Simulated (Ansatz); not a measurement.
Ideal-gas functions of CH5ClSn, SMILES `[CH3][SnH2][Cl]` at 600 K and 1 bar, from an Ansatz frequency run at PBE0-D4/def2-TZVP.

Molar mass 171.22 g/mol, point group Cs (symmetry number 1), electronic degeneracy 1, moments of inertia 61.373, 184.29, 234.432 u Å². Harmonic wavenumbers (cm⁻¹, unscaled): 83, 128, 364, 370, 508, 544, 607, 708, 782, 798, 1230, 1448, 1452, 1953, 1957, 3071, 3168, 3177.

Use S(trans) = R[1.5 ln M + 2.5 ln T − 1.1517]; rotational temperatures θ = 24.2544 K / I; S(rot) = R[ln(√π/σ · √(T³/θAθBθC)) + 1.5]; for each mode x = 1.438777 ν̃/T, S = R[x/(eˣ − 1) − ln(1 − e⁻ˣ)] and H = RT x/(eˣ − 1); 1 cm⁻¹ = 0.0119627 kJ/mol; R = 8.31446 J/(mol·K).

Problem. By hand: the entropy, in J/(mol·K).

Solution. Translation 187.5. Rotation: θ = 0.3952, 0.1316, 0.1035 K, giving 118.7. Vibration, mode by mode: 21.75, 18.17, 9.70, 9.58, 7.17, 6.67, 5.89, 4.85, 4.21, 4.08, 1.80, 1.19, 1.18, 0.44, 0.44, 0.04, 0.04, 0.04, in all 97.2. Electronic 0.0. Sum 403.4 J/(mol·K).

Problem. By hand: H − E and G − E in kJ/mol, counted from the electronic energy.

Solution. Zero-point energy ½ × 22348 × 0.0119627 = 133.7; thermal vibration 29.8; translation, rotation and pV give 4 RT = 20.0. H − E = 183.5 kJ/mol, and G − E = 183.5 − 600 × 403.4/1000 = -58.5 kJ/mol.

Vibration gives 24 % of the entropy, 39.9 J/(mol·K) of it from the modes under 150 cm⁻¹: soft modes count most, and the harmonic formula is weakest for them.
